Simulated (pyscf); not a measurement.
**H₂B–NH–BH–NH–BH–NH–SiH₃, singlet**

Gas-phase minimum from PySCF at ωB97X-D3(BJ)/def2-SVP, one conformer. 

SMILES: N(BNB)BN[SiH3]
```xyz
17

B      0.5444     1.3807     2.8732
N      0.3058     1.0196     1.5273
B     -0.4378     1.7945     0.5568
N     -0.7268     1.2988    -0.7502
B     -0.5996    -0.0162    -1.3317
N     -0.4716    -1.1982    -0.5488
Si    -0.2829    -2.8290    -1.1685
H      1.2127     0.6515     3.5730
H      0.0726     2.4074     3.3028
H      0.7443     0.1653     1.1952
H     -0.7948     2.9077     0.8658
H     -1.0662     2.0043    -1.3956
H     -0.6252    -0.1209    -2.5392
H     -0.6180    -1.1038     0.4530
H     -0.1691    -2.7453    -2.6476
H     -1.4505    -3.6793    -0.7913
H      0.9411    -3.4692    -0.6025
```
Charge 0, spin multiplicity 1.

Bonded distances (Å): B1–N2 1.414, B1–H8 1.212, B1–H9 1.209, N2–B3 1.447, N2–H10 1.016, B3–N4 1.427, B3–H11 1.209, N4–B5 1.443, N4–H12 1.015, B5–N6 1.424, B5–H13 1.212, N6–Si7 1.755, N6–H14 1.017, Si7–H15 1.486 (the first ones only). Bond angles (°): N2–B1–H8 119.3, N2–B1–H9 119.3, H8–B1–H9 121.4, B1–N2–B3 126.0, B1–N2–H10 116.9, B3–N2–H10 116.9, N2–B3–N4 122.1, N2–B3–H11 118.2, N4–B3–H11 119.6, B3–N4–B5 131.9, B3–N4–H12 114.1, B5–N4–H12 114.0, N4–B5–N6 122.9, N4–B5–H13 118.6 (the first ones only).

Properties at ωB97X-D3(BJ)/def2-SVP:

```yaml
harmonic_wavenumbers_unscaled: 47, 76, 92, 139, 207, 213, 247, 271, 407, 423, 609, 646, 683, 696, 753, 864, 867, 895, 930, 943, 954, 966, 975, 997, 1038, 1076, 1126, 1147, 1168, 1225, 1277, 1354, 1431, 1471, 1517, 2245, 2256, 2293, 2575, 2606, 2633, 2672, 3624, 3630, 3655 cm⁻¹
zero_point_energy: 79.9 kcal/mol
rotational_symmetry_number: 1
Entropy of this conformer at 298 K and 1 atm, rigid rotor and harmonic oscillator, modes under 100 cm⁻¹ raised to 100: 396.8 J/(mol K)
dipole_moment: 1.34 D
```

Single-point totals, which compare only within one level:

```
level                   total energy (hartree)
----------------------  ----------------------
ωB97X-D3(BJ)/def2-TZVP              -534.76415
PBE/def2-TZVP                       -534.11210
r²SCAN/def2-TZVP                    -534.43429
B3LYP-D3(BJ)/def2-TZVP              -534.68286
PBE0-D3(BJ)/def2-TZVP               -534.19212
M06-2X/def2-TZVP                    -534.49495
ωB97M-D3(BJ)/def2-TZVP              -534.73493
```

The lowest mode is so soft that the shape along it may change with the basis. Soft torsions are taken as harmonic, which can shift the entropy by several J/(mol K).
